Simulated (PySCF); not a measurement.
CH₂I₂, SMILES ICI (connectivity only; charge and spin as stated), charge -1, multiplicity 2. Atoms are numbered in the order given.

```xyz
5

I      2.2722     0.0000    -0.0688
C      0.0000     0.0000     0.7580
I     -2.2722     0.0000    -0.0688
H      0.0000     0.9188     1.3743
H      0.0000    -0.9188     1.3743
```
Charge -1, spin multiplicity 2.

Geometry: PBE-D3(BJ)/def2-SVPD. The multiplicity is an assumed one; other spin states were not compared. The def2 effective core potentials stand for the cores of I; spin–orbit coupling is left out.

Method: PBE/def2-TZVPD (PySCF).

Mulliken values depend strongly on the basis, most of all with diffuse functions as here. ESP charges are fitted to the potential on shells at 1.4 to 2.0 van der Waals radii. Atomic charges (e):

```csv
atom,Mulliken,ESP fit,Mulliken spin
I1,-0.46,-0.63,0.24
C2,-0.56,0.39,0.52
I3,-0.46,-0.63,0.24
H4,0.24,-0.06,0.00
H5,0.24,-0.06,0.00
```
